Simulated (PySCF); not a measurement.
Job file and geometry (Å, from PBE0-D3(BJ)/def2-SVP) of an NMR shielding run on `C[N@+]1(CC2CC2)[BH2-]CCC1`, C₈H₁₈BN, GIAO PBE0/pcSseg-1 NMR shielding, non-relativistic, gas phase in PySCF; density fitting, a coarse starting grid and PySCF grid level 2 are the driver's defaults:

```
$ OMP_NUM_THREADS=1 python probes_run.py task.json out

{"job": {"kind": "nmr", "xc": "PBE0", "basis": "pcSseg-1"}, "charge": 0, "multiplicity": 1}
C     -0.431575    -1.202915     1.064676
N     -0.540917    -0.479764    -0.210811
C      0.741662    -0.503680    -0.949350
C      1.881654     0.174435    -0.247599
C      3.278032    -0.132828    -0.701523
C      2.815953    -0.589911     0.647493
B     -1.112388     1.058720     0.058334
C     -2.723875     0.788377     0.118601
C     -2.942600    -0.641809    -0.415531
C     -1.623362    -1.062897    -1.045175
H      0.338997    -0.730271     1.681248
H     -1.385918    -1.141107     1.598929
H     -0.174857    -2.261466     0.889072
H      1.004097    -1.555524    -1.169584
H      0.547523     0.004106    -1.905194
H      1.669731     1.211589     0.027240
H      3.991433     0.692323    -0.761833
H      3.406951    -0.891223    -1.480017
H      3.205816    -0.083127     1.533959
H      2.636547    -1.660253     0.786861
H     -0.759012     1.688099    -0.938374
H     -0.574386     1.475970     1.077453
H     -3.254922     1.519333    -0.510441
H     -3.153990     0.888535     1.127736
H     -3.211853    -1.341387     0.392913
H     -3.749724    -0.725757    -1.160091
H     -1.483708    -2.153640    -1.144109
H     -1.517567    -0.611502    -2.042611
```

Task: What does the program print?

Result: 
```
coarse grid: 22000 points
cycle   1  E = -394.5783617585  dE =  1.171e+00  |g| = 5.474e-01  |ddm| = 4.494e+00
cycle   2  E = -394.5586974922  dE =  1.966e-02  |g| = 6.462e-01  |ddm| = 1.256e+00
cycle   3  E = -394.6645680285  dE = -1.059e-01  |g| = 6.025e-02  |ddm| = 6.589e-01
cycle   4  E = -394.6651482625  dE = -5.802e-04  |g| = 3.369e-02  |ddm| = 8.983e-02
cycle   5  E = -394.6654070197  dE = -2.588e-04  |g| = 9.139e-03  |ddm| = 3.931e-02
cycle   6  E = -394.6654242242  dE = -1.720e-05  |g| = 2.611e-03  |ddm| = 1.001e-02
cycle   7  E = -394.6654257409  dE = -1.517e-06  |g| = 3.060e-04  |ddm| = 2.068e-03
final grid: 208560 points
cycle   8  E = -394.7251365485  dE = -9.424e-05  |g| = 1.122e-02  |ddm| = 5.730e-02
cycle   9  E = -394.7251249545  dE =  1.159e-05  |g| = 1.320e-02  |ddm| = 2.267e-02
cycle  10  E = -394.7251699870  dE = -4.503e-05  |g| = 6.698e-04  |ddm| = 1.220e-02
cycle  11  E = -394.7251700739  dE = -8.692e-08  |g| = 2.834e-04  |ddm| = 7.981e-04
cycle  12  E = -394.7251700911  dE = -1.720e-08  |g| = 7.324e-05  |ddm| = 2.626e-04
cycle  13  E = -394.7251700921  dE = -9.743e-10  |g| = 2.973e-05  |ddm| = 8.178e-05
converged SCF energy = -394.7251700921

GIAO shielding tensors (ppm)
atom      isotropic    diamagn.    paramagn.     s11        s22        s33       span
  0 C      139.879     251.041    -111.162    104.845    135.782    179.011     74.166
  1 N      183.226     323.550    -140.324    152.897    173.778    223.003     70.106
  2 C      113.099     246.733    -133.635     86.947    100.809    151.539     64.592
  3 C      175.688     243.559     -67.870    146.118    162.342    218.605     72.487
  4 C      181.225     258.005     -76.780    153.075    175.842    214.758     61.683
  5 C      175.006     253.529     -78.524    142.488    173.807    208.721     66.233
  6 B      108.400     189.573     -81.173     87.140    100.903    137.157     50.018
  7 C      175.005     251.993     -76.988    153.775    175.400    195.838     42.063
  8 C      159.455     249.625     -90.170    133.557    165.818    178.989     45.432
  9 C      117.256     248.485    -131.230     77.875    110.653    163.239     85.364
 10 H       28.128      34.014      -5.887     23.208     28.658     32.517      9.309
 11 H       28.592      32.905      -4.314     23.214     28.519     34.043     10.829
 12 H       30.033      32.906      -2.873     25.816     27.491     36.792     10.976
 13 H       29.938      33.989      -4.051     24.064     32.176     33.573      9.510
 14 H       28.092      32.913      -4.821     22.498     29.953     31.824      9.327
 15 H       29.665      31.954      -2.289     21.879     29.347     37.769     15.890
 16 H       30.682      29.973       0.708     24.614     26.226     41.205     16.592
 17 H       31.320      31.239       0.080     25.188     28.888     39.883     14.695
 18 H       30.535      30.305       0.230     25.488     25.724     40.393     14.905
 19 H       31.184      31.743      -0.559     26.337     28.758     38.456     12.119
 20 H       28.982      33.357      -4.375     24.088     29.522     33.335      9.247
 21 H       28.692      33.340      -4.648     24.563     28.898     32.615      8.052
 22 H       30.234      31.024      -0.790     25.952     27.034     37.717     11.765
 23 H       30.412      31.554      -1.142     26.422     27.088     37.724     11.301
 24 H       29.605      30.877      -1.272     25.507     27.327     35.980     10.473
 25 H       29.458      28.340       1.118     24.546     26.872     36.957     12.410
 26 H       29.153      31.524      -2.371     24.551     28.322     34.586     10.035
 27 H       28.721      32.003      -3.282     23.577     28.734     33.853     10.276
```

Task: Turn these shieldings into chemical shifts. References, each an isolated molecule treated in the same way: $^{13}$C (σref 184.41), $^{1}$H (σref 31.27) vs TMS; $^{15}$N (σref 265.67) against NH3; BF3·OEt2 for $^{11}$B (σref 100.73).

Result: Averaging equivalent atoms: C 2: 71.3; C 9: 67.2; C 0: 44.5; C 8: 25.0; C 7: 9.4; C 5: 9.4; C 3: 8.7; C 4: 3.2; N 1: 82.4; B 6: -7.7; H 14: 3.18; H 21: 2.58; H 27: 2.55; H 10/11/12: 2.35; H 20: 2.29; H 26: 2.11; H 25: 1.81; H 24: 1.66; H 15: 1.60; H 13: 1.33; H 22: 1.03; H 23: 0.86; H 18: 0.73; H 16: 0.59; H 19: 0.08; H 17: -0.05 ppm. Experimental scales use liquid or dissolved standards, which lie at an offset from isolated NH3 (liquid NH3: subtract about 20 ppm).

Size and cost of the density-fitted run: 260 basis functions, 3.2 min wall time on 1 thread of an Intel Xeon, shared host; peak memory 1.2 GiB.
